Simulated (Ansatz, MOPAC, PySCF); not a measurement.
System: C$_{3}$H$_{2}$F$_{3}$, net charge 0, doublet state. SMILES: C=C(F)[C](F)F
Coordinates optimised at B3LYP-D3(BJ)/def2-TZVP (Ansatz, a first-principles code):
```xyz
8

C     -1.8748    -0.1847     0.2934
C     -0.6657     0.1415    -0.2531
F     -0.6267     0.8188    -1.4216
C      0.5790    -0.1504     0.2674
F      1.7173     0.1853    -0.2966
F      0.7402    -0.8056     1.4004
H     -1.9237    -0.7249     1.2250
H     -2.7846     0.1002    -0.2107
```
Charge 0, spin multiplicity 2.

Unscaled harmonic wavenumbers (cm⁻¹) in rising order, each level at the stationary point that it reaches from this structure (no distance between atoms moves by over 0.3 Å); the order of modes can differ between levels, and a negative number is imaginary. B3LYP-D3(BJ)/def2-TZVP (PySCF, at the structure above): 132, 219, 222, 377, 484, 511, 556, 585, 719, 779, 938, 1179, 1330, 1355, 1498, 1556, 3188, 3291.

AM1 (MOPAC): 98, 180, 229, 388, 451, 514, 540, 579, 910, 920, 1034, 1364, 1423, 1580, 1590, 1676, 3203, 3220. Zero-point energy 28.4 against 27.0 kcal/mol; where all levels lie over 400 cm⁻¹, the wavenumbers are on average 1.069 times those of B3LYP-D3(BJ)/def2-TZVP.

PM3 (MOPAC): 103, 137, 250, 398, 442, 503, 535, 556, 876, 886, 985, 1291, 1384, 1583, 1678, 1731, 3132, 3163. Zero-point energy 28.1 against 27.0 kcal/mol; where all levels lie over 400 cm⁻¹, the wavenumbers are on average 1.050 times those of B3LYP-D3(BJ)/def2-TZVP.

HF/3-21G (Ansatz): 140, 190, 225, 385, 521, 535, 573, 617, 800, 847, 1032, 1278, 1462, 1501, 1617, 1682, 3363, 3469. Zero-point energy 28.9 against 27.0 kcal/mol; where all levels lie over 400 cm⁻¹, the wavenumbers are on average 1.077 times those of B3LYP-D3(BJ)/def2-TZVP.

B3LYP/6-31G* (Ansatz): 126, 193, 216, 371, 466, 505, 551, 576, 689, 783, 947, 1194, 1364, 1383, 1515, 1578, 3214, 3313. Zero-point energy 27.1 against 27.0 kcal/mol; where all levels lie over 400 cm⁻¹, the wavenumbers are on average 1.000 times those of B3LYP-D3(BJ)/def2-TZVP.
